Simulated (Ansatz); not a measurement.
Reaction 4 R1 + R2 → 5 P1, each structure at its B3LYP-D3(BJ)/def2-SVP stationary point, reached from a drawn start (curvature not checked).
R1, H2 (SMILES [H][H]) (charge 0, multiplicity 1):
```xyz
2

H      0.000     0.000     0.380
H      0.000     0.000    -0.380
```
P1: SiH4 (SMILES [SiH4]), charge 0, multiplicity 1.
R2: H12Si5 (SMILES [SiH3][Si]([SiH3])([SiH3])[SiH3]), charge 0, multiplicity 1.

P less R. No zero-point or thermal terms.

Cores are frozen in the correlated methods.

Programs: Ansatz (Gaussian basis) for Hartree–Fock, density functionals and correlated methods. Each number belongs to the level named beside it.

Total energies in hartree:

| structure | PBE/def2-TZVPP | r2SCAN/def2-TZVPP | CCSD(T)/cc-pV(T+d)Z |
|---|---|---|---|
| R1 | -1.166089 | -1.171062 | -1.172125 |
| P1 | -291.721820 | -291.854122 | -291.439958 |
| R2 | -1453.939724 | -1454.577512 | -1452.493580 |

Question: Work out the reaction energy at each level in meV (1 hartree = 27211.38625 meV), and say how far PBE/def2-TZVPP lies from CCSD(T)/cc-pV(T+d)Z.

Answer: 
- PBE/def2-TZVPP: 5 × (-291.721820) − (-1453.939724) − 4 × (-1.166089) = -0.005020 hartree = -136.6 meV
- r2SCAN/def2-TZVPP: 5 × (-291.854122) − (-1454.577512) − 4 × (-1.171062) = -0.008850 hartree = -240.8 meV
- CCSD(T)/cc-pV(T+d)Z: 5 × (-291.439958) − (-1452.493580) − 4 × (-1.172125) = -0.017710 hartree = -481.9 meV
PBE/def2-TZVPP less CCSD(T)/cc-pV(T+d)Z: 345.3 meV. CCSD(T)/cc-pV(T+d)Z is the level counted from, the highest shown, and no exact or measured value.

Ansatz is a quantum-chemistry and plane-wave program.
